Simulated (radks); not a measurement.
Task: The mean radii <r> (bohr) of the occupied orbitals of an atom or ion are listed with their occupations. Method: Dirac Kohn-Sham, XLYP, spin-unpolarised, spherical densities, finite nucleus; Fermi nuclear charge, rms radius of each element as measured or else 0.836 A^(1/3) + 0.57 fm; computed with a radial shooting solver on a logarithmic mesh with Libxc functionals.

| orbital | occ. | <r> |
|---|---|---|
| 1s1/2 | 2 | 0.1202 |
| 2s1/2 | 2 | 0.6263 |
| 2p1/2 | 2 | 0.6016 |
| 2p3/2 | 4 | 0.6039 |
| 3s1/2 | 2 | 2.372 |

Name the element and its charge. Open shells, if any, fill j = l - 1/2 first.

Result: Z = 13, aluminium, charge +1: Al+ in [Ne] 3s2. The 1s radius gives Z: for a bare nucleus <r> = (2 gamma + 1)/(2Z) with gamma = sqrt(1 - (Z/c)^2), 0.115 bohr for Z = 13, and screening makes it slightly larger (0.1202 here). The occupations add up to 12, and the charge is Z minus that.
